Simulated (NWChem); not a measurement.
A series in which one site is exchanged, each optimised at PBE0/def2-SVP with NWChem, gas phase unless a solvent is named. For some, no frequency run checked for a minimum. def2 effective core potentials on Sb; no spin-orbit coupling.

A: [F][Sb]([Cl])[Cl] (SbCl2F; site = F)
B: [Cl][Sb]([Cl])[Br] (SbBrCl2; site = Br)
C: [Cl][Sb]([Cl])[Cl] (SbCl₃; site = Cl)
D: [Cl][SbH][Cl] (SbHCl₂; site = H)

Rank them by orbital gap (eV), PBE0/def2-SVP, lowest first.

D (6.06), B (6.20), C (6.54), A (6.81)
